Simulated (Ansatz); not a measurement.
Job for Ansatz (a program for electronic structure): R-CCSD(T)/aug-cc-pVDZ on H2 (SMILES [H][H]) with ghost functions, monomers drawn apart or pushed together.

Ansatz 0.2 input:
```yaml
crystal:
  periodic: [false, false, false]
  atoms:
    - {symbol: H, position_ang: [0.01477753, 0.02840640, 3.06096352]}
    - {symbol: H, position_ang: [0.06008542, 0.06293557, 3.80680827]}
basis:
  gaussian:
    orbitals: aug-cc-pVDZ
    ghost_atoms:
      - {symbol: N, position_ang: [-0.16830280, -0.11107871, 0.05894854]}
      - {symbol: H, position_ang: [-0.71802035, 0.65433337, -0.31429289]}
      - {symbol: H, position_ang: [0.74830942, -0.06501368, -0.37131819]}
      - {symbol: H, position_ang: [-0.60370280, -0.97437965, -0.24516429]}
magnetization: {spin_polarized: false}
correlation: {method: ccsd_t, electrons: outside_noble_gas}
scf: {lower_state_search: off}
```

### Question
What total energy does the run end on?

### Answer
-1.1649 hartree (reference determinant -1.1288, T1 diagnostic 0.005).
